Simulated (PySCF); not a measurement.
C₅H₆N, SMILES c1cc[nH+]cc1, charge +1.

Coordinates come from a PBE0-D3(BJ)/def2-SVP optimisation. The isomer is the one that the SMILES or the coordinates give; other isomers of the formula were not compared.

The numbers are results of PBE0/def2-TZVP (PySCF), not measurements.

Symmetry labels are those of the subgroup C2v that the program uses (full group C2v).

Computed valence orbital energies around the gap with their symmetry:
| orbital | symmetry | energy (eV) |
|---|---|---|
| HOMO−7 | A1 | -19.35 |
| HOMO−6 | A1 | -18.46 |
| HOMO−5 | B2 | -18.01 |
| HOMO−4 | B1 | -17.99 |
| HOMO−3 | B2 | -15.99 |
| HOMO−2 | A1 | -15.89 |
| HOMO−1 | B1 | -14.25 |
| HOMO | A2 | -13.38 |
| LUMO | B1 | -7.00 |
| LUMO+1 | A2 | -6.02 |
| LUMO+2 | A1 | -3.91 |
| LUMO+3 | A1 | -2.34 |
